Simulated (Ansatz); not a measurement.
The cluster Cu₄Te₂. Total charge 0; singlet. Geometry PBE-D4/def2-SVP, that of the charge +1 doublet.

```xyz
6

Cu    0.2098   -0.6635   -1.5622
Cu    1.5987   -0.4430    0.4027
Cu   -1.5983    0.4438   -0.4033
Cu   -0.2101    0.6626    1.5625
Te    0.6574    1.7688   -0.6614
Te   -0.6574   -1.7687    0.6616
```

In the def2 sets Te takes a core potential; there is no spin–orbit coupling. The structure comes from a short search, and lower isomers may exist.

Problem. Estimate the orbital energies around the gap (eV) in Ansatz with PBE-D4/def2-TZVP, PBE0-D4/def2-TZVP.

Solution. 
```csv
orbital,PBE-D4/def2-TZVP,PBE0-D4/def2-TZVP
HOMO−5,-5.72,-7.60
HOMO−4,-5.51,-6.84
HOMO−3,-5.51,-6.84
HOMO−2,-5.16,-6.08
HOMO−1,-5.15,-6.07
HOMO,-4.27,-5.17
LUMO,-3.24,-2.43
LUMO+1,-2.53,-1.58
LUMO+2,-2.28,-1.38
LUMO+3,-2.28,-1.38
LUMO+4,-1.94,-1.11
LUMO+5,0.13,0.95
```
